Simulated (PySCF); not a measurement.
Species: C₄H₄N₂Se.
Structure used (PBE0-D3(BJ)/def2-SVP), in Å, numbered top down from 1:
```xyz
11
C4H4N2Se angstrom
C     -2.2818   -0.6426    0.2966
C     -1.2776    0.2271    0.4487
C      0.1274   -0.0812    0.1710
C      1.1902    0.8910    0.3427
N      2.4014    0.5071    0.0642
Se     2.2914   -1.2084   -0.4663
N      0.5181   -1.2604   -0.2533
H     -2.0881   -1.6594   -0.0551
H     -3.3129   -0.3596    0.5183
H     -1.4773    1.2444    0.8007
H      1.0153    1.9154    0.6904
```

Linear response at PBE0/def2-SVPD (PySCF, frozen core in the response, non-relativistic). Relativistic effects, spin–orbit coupling among them, are left out although an element past zinc is present.

Static isotropic polarisability: 88.62 au (13.13 Å³), principal values 52.5, 85.3, 128.0 au.

Problem. What is the polarisability at 1064 nm and at the sodium D line?

Solution. 90.24 au at 1064 nm (+1.8 %), 94.59 au at 589.3 nm (+6.7 %). The rise at 589.3 nm is 3.68 times that at 1064 nm; a pure ω² law gives 3.26. The lowest singlet lies at 289 nm, shorter than both wavelengths.

Problem. What is the isotropic C6 coefficient between two such molecules, C6 = (3/π)∫α(iω)² dω?

Solution. 2680 au (Eh·bohr⁶) by a ten-point quadrature over imaginary frequencies, which is 1600 eV·Å⁶ or 155 J·nm⁶/mol.

Problem. Which effective excitation energy ω̄ makes London's formula C6 = (3/4)α²ω̄ exact here?

Solution. ω̄ = 4·C6/(3α²) = 0.455 Eh = 12.4 eV. A one-pole form α(ω) = α/(1 − ω²/ω̄²) fitted to the 1064 nm value gives 8.7 eV.

Problem. What n − 1 at the D line would an ideal gas of it have at 273.15 K and 1 atm (2.6868 × 10¹⁹ cm⁻³), by n − 1 = 2π·N·α′?

Solution. 23.66 × 10⁻⁴, a formal value whether or not that pressure can be reached.

Problem. What molar refraction at the D line follows from R = (4π/3)·N_A·α′, with α′ the polarisability volume?

Solution. α′ = 14.02 Å³ gives R = 35.36 cm³/mol, for isolated, non-vibrating species.

Problem. How many electrons N does the Slater–Kirkwood formula C6 = (3/4)·√N·α^(3/2) need to give this C6?

Solution. N = (4·C6/3)²/α³ = 18.3; the species has 76 electrons in all.

Problem. What three-body coefficient follows from the one-pole estimate C9 = (3/4)·α·C6?

Solution. 178000 au. This is an estimate from the two numbers above, not a computed integral.

Problem. What does −C6/R⁶ come to at R = 12 Å between centres?

Solution. -52 J/mol. This is the leading, orientation-averaged term; C8 and higher terms are left out.

Cost: about 50 s of CPU time on one thread; the machine was shared, so the figure is rough. This is the whole response run at PBE0/def2-SVPD, SCF included.

One conformer stands for the species.
